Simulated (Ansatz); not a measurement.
Job for Ansatz (a first-principles code): R-r2SCAN/def2-TZVPP on ScF, 2S+1 = 1, a spin state set in the input, which need not be the lowest, a point of a bond scan (R = 1.787 Å).

Ansatz 0.2 input:
```yaml
crystal:
  periodic: [false, false, false]
  atoms:
    - {symbol: Sc, position_ang: [0.00000000, 0.00000000, 0.00000000]}
    - {symbol: F, position_ang: [0.00000000, 0.00000000, 1.78661100]}
basis:
  gaussian:
    orbitals: def2-TZVPP
    pivot_positions_ang: [[0.00000000, 0.00000000, 0.00000000], [0.00000000, 0.00000000, 1.78661100]]
hamiltonian:
  xc: {name: r2SCAN}
output: {forces: true, orbitals: {seedname: ./end}}
```

Program output:

```
WARN ansatz: RAYON_NUM_THREADS=2 ignored (pool sized by the plan → 2); use --threads N
Functional definition: r2SCAN
integrals: 0.02 GiB planned
595 factors; their error is unknown
mean field: 0.24 GiB planned
mean field evaluation 1: about -23406.8916 eV, gradient 5.8e1 eV
mean field evaluation 2: about -23395.8882 eV, gradient 1.1e2 eV
mean field evaluation 4: about -23415.5094 eV, gradient 1.6e1 eV
mean field evaluation 8: about -23415.8984 eV, gradient 4.2e-2 eV
mean field evaluation 16: about -23415.8640 eV, gradient 1.0e-4 eV
mean field evaluation 32: about -23413.5469 eV, gradient 1.0e0 eV
mean field evaluation 64: about -23413.8729 eV, gradient 3.6e0 eV
mean field evaluation 96: about -23413.0232 eV, gradient 9.5e0 eV
mean field -23415.86396885 eV, -860.5171290128 hartree, gradient 6.6e-6 eV, S^2 0.000000; 9 other end points of the search recorded, 0 dependent functions left out
the calculation of the forces begins
reference -23415.86398305 eV, -860.5171295345 hartree; 15, 15 occupied and 80, 80 virtual orbitals, 595 factors
Total energy: -23415.86398305 eV, -860.5171295345 hartree
Atom 0 at     0.000000     0.000000     0.000000 Å, force    -0.000000     0.000000     0.057502 eV/Å
Atom 1 at     0.000000     0.000000     1.786611 Å, force     0.000000    -0.000000    -0.057502 eV/Å
Dipole moment:    -0.000000     0.000000    -0.379877 e Å
```

Self-consistency was reached.

Cost: about 18 core-seconds (a rough figure).
